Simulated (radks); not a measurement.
Species: the erbium ion Er2+. Configuration: [Xe] 4f12.

All-electron calculation, Dirac Kohn-Sham, BLYP, spin-unpolarised, spherical densities, point nucleus; open shells fill j = l - 1/2 first. Program: a radial shooting solver on a logarithmic mesh with Libxc functionals.

Energy parts (hartree):
part                       energy
total                 -13099.9459
kinetic                14462.7637
electron-nucleus      -32381.5480
Hartree                 5098.6917
exchange-correlation    -279.8533

Orbitals (lengths in bohr, moments of r in powers of bohr; r(max) is where P^2 peaks):
orbital  occ.  eigenvalue (hartree)      <r^2>      <r>   r(max)  small-component weight
1s1/2       2             -2106.821  0.0005677  0.02037  0.01285                6.48e-02
2s1/2       2             -354.1634   0.008773  0.08588  0.07340                1.45e-02
2p1/2       2             -337.3484   0.006328  0.07146  0.05511                1.45e-02
2p3/2       4             -303.6396   0.007547  0.07874  0.06134                1.33e-02
3s1/2       2             -79.74042    0.05794   0.2249   0.2074                4.66e-03
3p1/2       2             -72.36625    0.05362   0.2146   0.1950                4.60e-03
3p3/2       4             -65.28709    0.06047   0.2283   0.2080                4.27e-03
3d3/2       4             -52.68051    0.04763   0.2012   0.1642                4.15e-03
3d5/2       6             -51.13330    0.04953   0.2055   0.1678                4.05e-03
4s1/2       2             -16.13702     0.2917   0.5081   0.4742                1.50e-03
4p1/2       2             -13.19175     0.3048   0.5172   0.4764                1.42e-03
4p3/2       4             -11.59791     0.3429   0.5487   0.5041                1.29e-03
4d3/2       4              -6.75319     0.3876   0.5775   0.5068                1.11e-03
4d5/2       6              -6.46374     0.4028   0.5888   0.5158                1.07e-03
5s1/2       2              -2.42784      1.769    1.253    1.113                3.02e-04
5p1/2       2              -1.63370      2.276    1.414    1.216                2.35e-04
5p3/2       4              -1.43528      2.644    1.523    1.303                2.03e-04
4f5/2       6              -0.65586     0.9008   0.8125   0.5065                6.39e-04
4f7/2       6              -0.61600     0.9533   0.8322   0.5120                6.21e-04

The highest occupied level is 4f7/2 at -16.762 eV. For comparison, the ionisation energy in NIST's Atomic Spectra Database is 22.70 eV (semi-empirical). In exact Kohn-Sham theory the highest level is minus the ionisation energy, but local and semilocal functionals leave it too shallow, through self-interaction and a potential that decays too fast; potentials with the right tail come closer. The density falls to 0.001 e/bohr^3 at r = 3.37 bohr. Summed over all electrons, <r^2> = 37.34 bohr^2, which gives a Langevin (diamagnetic) susceptibility term of -29.6 x 10^-6 cm^3/mol.

Beside tabulated values, note that spin-unpolarised runs miss the spin-polarisation part of the exchange energy of open shells.
